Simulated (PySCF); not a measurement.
# Two-component Hartree-Fock for Ca (calcium, neutral)

Start: [Ar] 4s1 5s1; 4s1/2 filled at m_j = +1/2; 5s1/2 filled at m_j = +1/2. Calculated with PySCF 2.14 in x2c-SVPall-2c with one added diffuse shell of s type (6s5p2d, 31 functions): generalised Hartree-Fock with the X2C-1e Hamiltonian and a Gaussian nucleus; one run each with spin-orbit coupling (SO) switched off, then screened by Boettger's factors. This is a chosen level, not necessarily the ground level.

```json
{"spinor shell": "1s1/2", "electrons": "2", "ε, spin-free (eV)": "-4087.2", "ε, screened SO (eV)": "-4087.2", "weight of nominal j (screened SO)": "1.000", "rms radius, screened SO (bohr)": "0.0889"}
{"spinor shell": "2s1/2", "electrons": "2", "ε, spin-free (eV)": "-465.24", "ε, screened SO (eV)": "-465.23", "weight of nominal j (screened SO)": "1.000", "rms radius, screened SO (bohr)": "0.393"}
{"spinor shell": "2p1/2", "electrons": "2", "ε, spin-free (eV)": "-374.93", "ε, screened SO (eV)": "-377.51", "weight of nominal j (screened SO)": "1.000", "rms radius, screened SO (bohr)": "0.360"}
{"spinor shell": "2p3/2", "electrons": "4", "ε, spin-free (eV)": "-374.93", "ε, screened SO (eV)": "-373.66", "weight of nominal j (screened SO)": "1.000", "rms radius, screened SO (bohr)": "0.363"}
{"spinor shell": "3s1/2", "electrons": "2", "ε, spin-free (eV)": "-65.190", "ε, screened SO (eV)": "-65.189", "weight of nominal j (screened SO)": "1.000", "rms radius, screened SO (bohr)": "1.24"}
{"spinor shell": "3p1/2", "electrons": "2", "ε, spin-free (eV)": "-40.125", "ε, screened SO (eV)": "-40.419", "weight of nominal j (screened SO)": "0.972", "rms radius, screened SO (bohr)": "1.38"}
{"spinor shell": "3p3/2", "electrons": "4", "ε, spin-free (eV)": "-40.125", "ε, screened SO (eV)": "-39.980", "weight of nominal j (screened SO)": "0.986", "rms radius, screened SO (bohr)": "1.38"}
{"spinor shell": "4s1/2", "electrons": "1", "ε, spin-free (eV)": "-8.516", "ε, screened SO (eV)": "-8.516", "weight of nominal j (screened SO)": "1.000", "rms radius, screened SO (bohr)": "4.01"}
{"spinor shell": "5s1/2", "electrons": "1", "ε, spin-free (eV)": "-2.036", "ε, screened SO (eV)": "-2.036", "weight of nominal j (screened SO)": "1.000", "rms radius, screened SO (bohr)": "11.0"}
```

```json
{"quantity": "E (hartree)", "spin-free": "-679.41968", "screened SO": "-679.42219"}
{"quantity": "M_J", "spin-free": "1", "screened SO": "1"}
{"quantity": "⟨J²⟩", "spin-free": "2.000", "screened SO": "2.000"}
{"quantity": "⟨L²⟩", "spin-free": "0.000", "screened SO": "0.000"}
{"quantity": "⟨S²⟩", "spin-free": "2.000", "screened SO": "2.000"}
```

Each row is a mean over spinors that exchange with the open shell spreads, by up to 0.345 eV (3s1/2).

Without spin-orbit coupling the j labels of p, d and f shells carry no meaning; the spin-free column gives the mean over the occupied spinors of each nl shell.
